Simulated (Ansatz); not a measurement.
Gas-phase electronic energies from Ansatz, PBE0-D4/def2-TZVP geometries. CBS: MP2 limit from def2 TZ/QZ plus the TZ coupled-cluster correction, frozen cores. Functionals use def2-TZVPP. B3LYP here is the variant with VWN-RPA as its local correlation; programs differ in this. For Br outer-core shells are correlated without core-valence functions, which leaves a few kJ/mol of doubt a bond. Scalar relativity is left out up to krypton. One conformer a species, not always the lowest.

Consider the isomerisation: `CC1(Br)CO1` → `O/C=C\CBr`.

`CC1(Br)CO1`:

Z-matrix (Å, degrees):
```
C
C 1 1.493
H 1 1.092 2 109.1
H 1 1.091 2 110.2 3 -119.5
H 1 1.090 2 110.6 3 120.4
Br 2 1.946 1 112.3 3 -178.9
C 2 1.455 1 124.8 3 -27.6
O 2 1.385 1 117.9 3 44.4
H 7 1.085 2 119.2 1 -152.2
H 7 1.087 2 119.4 1 2.9
```

`O/C=C\CBr`:

Cartesian coordinates in Å:
```
O 1.411 1.061 0.328
C 0.241 0.705 0.906
C -0.641 -0.089 0.305
C -0.444 -0.658 -1.037
Br -0.048 -2.593 -0.954
H 1.909 1.626 0.922
H 0.051 1.106 1.898
H -1.545 -0.336 0.846
H 0.402 -0.219 -1.558
H -1.336 -0.603 -1.656
```

Is it downhill or uphill in electronic energy at CCSD(T)/CBS, and by how much? (Estimate.)

The calculation gave: Downhill: ΔE = -11.7 kcal/mol.

What do these levels give: PBE-D4, B3LYP-D4, ωB97M-V, PBE, B3LYP, MP2/def2-TZVPP, CCSD/def2-TZVPP, HF/def2-QZVPP, MP2/def2-QZVPP, SCS-MP2/def2-QZVPP, HF/CBS(def2), MP2/CBS(def2)? (An estimate is asked.)

The calculation gave: PBE-D4 -9.9, B3LYP-D4 -13.7, ωB97M-V -10.4, PBE -10.1, B3LYP -14.1, MP2/def2-TZVPP -9.1, CCSD/def2-TZVPP -11.3, HF/def2-QZVPP -15.7, MP2/def2-QZVPP -9.6, SCS-MP2/def2-QZVPP -10.5, HF/CBS(def2) -15.7, MP2/CBS(def2) -9.9 kcal/mol.

Largest T1 diagnostic among the species: 0.010.

In def2-TZVPP, CCSD(T) changes the Hartree–Fock value by +4.7 kcal/mol (the triples alone add +0.4 kcal/mol) and MP2 by +6.5 kcal/mol.
